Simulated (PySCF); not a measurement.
Molfile (atoms numbered from 1):
```
C7H9P
     RDKit          3D

 17 17  0  0  0  0  0  0  0  0999 V2000
    2.8057    0.1706   -0.3922 C   0  0  0  0  0  0  0  0  0  0  0  0
    1.3752    0.0647    0.0518 C   0  0  0  0  0  0  0  0  0  0  0  0
    0.3683    0.0333   -0.9076 C   0  0  0  0  0  0  0  0  0  0  0  0
   -0.9779   -0.0413   -0.5994 C   0  0  0  0  0  0  0  0  0  0  0  0
   -1.4919   -0.0909    0.6843 C   0  0  0  0  0  0  0  0  0  0  0  0
   -2.9804   -0.1742    0.8729 C   0  0  0  0  0  0  0  0  0  0  0  0
   -0.4928   -0.0667    2.1132 P   0  0  0  0  0  0  0  0  0  0  0  0
    1.0829    0.0244    1.4020 C   0  0  0  0  0  0  0  0  0  0  0  0
    2.9516   -0.3277   -1.3482 H   0  0  0  0  0  0  0  0  0  0  0  0
    3.4773   -0.2689    0.3419 H   0  0  0  0  0  0  0  0  0  0  0  0
    3.0773    1.2202   -0.5138 H   0  0  0  0  0  0  0  0  0  0  0  0
    0.6548    0.0682   -1.9501 H   0  0  0  0  0  0  0  0  0  0  0  0
   -1.6841   -0.0634   -1.4216 H   0  0  0  0  0  0  0  0  0  0  0  0
   -3.4735    0.6798    0.4082 H   0  0  0  0  0  0  0  0  0  0  0  0
   -3.3731   -1.0789    0.4083 H   0  0  0  0  0  0  0  0  0  0  0  0
   -3.2362   -0.1896    1.9306 H   0  0  0  0  0  0  0  0  0  0  0  0
    1.9098    0.0523    2.1031 H   0  0  0  0  0  0  0  0  0  0  0  0
  1  2  1  0
  2  3  2  0
  3  4  1  0
  4  5  2  0
  5  6  1  0
  5  7  1  0
  7  8  2  0
  8  2  1  0
  1  9  1  0
  1 10  1  0
  1 11  1  0
  3 12  1  0
  4 13  1  0
  6 14  1  0
  6 15  1  0
  6 16  1  0
  8 17  1  0
M  END
```

- σ from GIAO-PBE0/pcSseg-1
- geometry from GFN2-xTB
- code: PySCF
- equivalent nuclei averaged, single conformer, relativity neglected, no solvent

Question: List the cross peaks expected in HSQC, COSY and HMBC spectra.

Answer: 

HSQC (one-bond C–H):
```
                δH          δC
        8.84 (H17)  164.2 (C8)
        8.05 (H13)  140.1 (C4)
        7.58 (H12)  135.7 (C3)
2.86 (H14/H15/H16)   27.2 (C6)
 2.61 (H9/H10/H11)   27.6 (C1)
```

COSY cross peaks (H two or three bonds apart, from the bond graph; peaks can be absent where the dihedral angle is near 90°):
```
        δH          δH
8.05 (H13)  7.58 (H12)
```

HMBC (two and three bonds, from the bond graph):
```
                δH                                                         δC
        8.84 (H17)              176.9 (C5), 145.2 (C2), 135.7 (C3), 27.6 (C1)
        8.05 (H13)              176.9 (C5), 145.2 (C2), 135.7 (C3), 27.2 (C6)
        7.58 (H12)  176.9 (C5), 164.2 (C8), 145.2 (C2), 140.1 (C4), 27.6 (C1)
2.86 (H14/H15/H16)                                     176.9 (C5), 140.1 (C4)
 2.61 (H9/H10/H11)                         164.2 (C8), 145.2 (C2), 135.7 (C3)
```

References, each an isolated molecule treated in the same way: TMS for ¹H (σref 31.72), ¹³C (σref 186.93).

Short H···H contacts in this conformer between protons four or more bonds apart (candidates for NOE cross peaks, intensity ∝ r⁻⁶): H10···H17 2.38 Å, H9···H12 2.41 Å, H13···H14 2.67 Å.

Shifts are as computed. Against solution values, carbons near 30 ppm lie about +3 ppm off and those near 130 ppm about +5 ppm. Of 1211 compounds with measured shifts, 218 miss one by over three times the rms of a fit or turn the order of signals round; such compounds aren't used in these exercises.
